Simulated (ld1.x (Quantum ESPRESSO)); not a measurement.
**Reading a pseudo-wave (nickel)**

Columns: radius, all-electron u(r) and pseudo u(r) of the 3p shell (level -75.62 eV) of nickel in the configuration [Ne] 3s2 3p6 3d8 4s1.5 4p0; PBEsol, scalar-relativistic, TM semilocal scheme, ld1.x (Quantum ESPRESSO) 7.5.

| r (bohr) | all-electron | pseudo |
| --- | --- | --- |
| 0.057 | 0.3629 | -0.0251 |
| 0.115 | 0.6335 | -0.0998 |
| 0.172 | 0.5578 | -0.2151 |
| 0.230 | 0.2634 | -0.3646 |
| 0.288 | -0.1065 | -0.5331 |
| 0.345 | -0.4543 | -0.7026 |
| 0.402 | -0.7435 | -0.8620 |
| 0.460 | -0.9631 | -1.0011 |
| 0.518 | -1.1087 | -1.1075 |
| 0.575 | -1.1892 | -1.1753 |
| 0.632 | -1.2197 | -1.2062 |
| 0.690 | -1.2118 | -1.2032 |
| 0.747 | -1.1764 | -1.1723 |
| 0.805 | -1.1213 | -1.1200 |
| 0.862 | -1.0554 | -1.0551 |
| 0.920 | -0.9816 | -0.9816 |
| 0.977 | -0.9064 | -0.9064 |
| 1.035 | -0.8300 | -0.8300 |
| 1.092 | -0.7569 | -0.7569 |
| 1.150 | -0.6859 | -0.6859 |
| 1.208 | -0.6191 | -0.6191 |
| 1.265 | -0.5579 | -0.5579 |
| 1.322 | -0.5014 | -0.5014 |
| 1.380 | -0.4487 | -0.4487 |
| 1.438 | -0.4007 | -0.4007 |
| 1.495 | -0.3579 | -0.3579 |

How many radial nodes do the two functions have?

The all-electron 3p function has n − l − 1 = 1; the pseudo-wave has 0, since the states of the same l below it are removed with the core.

At about which radius was the pseudo-wave matched?

1.00 bohr. The columns agree to 0.0005 from 0.86 bohr on; several derivatives are matched, so the curves merge somewhat inside the radius.

Where does each function peak?

Outermost all-electron maximum near 0.63 bohr, pseudo maximum near 0.63 bohr (to the table’s step).

Is the pseudo-wave norm-conserving?

Yes: the TM semilocal scheme keeps the norm inside the radius equal to the all-electron one, which fixes the energy derivative of the logarithmic derivative at the level.
